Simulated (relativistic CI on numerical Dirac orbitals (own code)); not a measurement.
Hyperfine structure of Nd49+, mass number 143

Calculated at this level of theory: Dirac-Coulomb-Breit CI, KLI orbitals optimised for each configuration, a model potential for QED, unscaled Slater integrals (own radial code, finite nucleus).

Configurations in the expansion (outside the closed core [Ne]): 3s, 3p, 3d, 4s, 4p, 4d, 4f, 5s, 5p, 5d, 5f, 5g, 6s, 6p, 6d. Levels of other configurations are missing.

Nuclear spin I = 7/2, μ = -1.065 μN, Q = -0.61 b (tables of Stone and Pyykkö). The electronic factors are computed for point nuclear moments, without core polarisation or the Bohr-Weisskopf and QED corrections.

```
    Level   E (eV)  A (GHz)  B (GHz)
 3s ²S1/2     0.00     -739         
3p ²P°1/2   116.56   -234.3         
3p ²P°3/2   256.72   -32.96     -130
 3d ²D3/2   401.13   -17.43    -22.9
 3d ²D5/2   432.97   -7.123    -29.7
 4s ²S1/2  1959.03   -302.3         
4p ²P°1/2  2007.25   -96.97         
4p ²P°3/2  2064.43   -13.77    -54.3
```

Levels with J = 0, under 50 % of one LS term, or S terms without an open s electron are left out. Small factors come from cancelling terms and can be off by tens of per cent or more.

At this charge energies of transitions that change n are usually good to better than 1 %, and those within a shell (Δn = 0) to a few per cent.

**Question.** Give the hyperfine levels of 3s ²S1/2 relative to its centre of gravity.

**Answer.** With K = F(F + 1) − I(I + 1) − J(J + 1), E = AK/2: F = 3: 1663, F = 4: -1293 GHz.
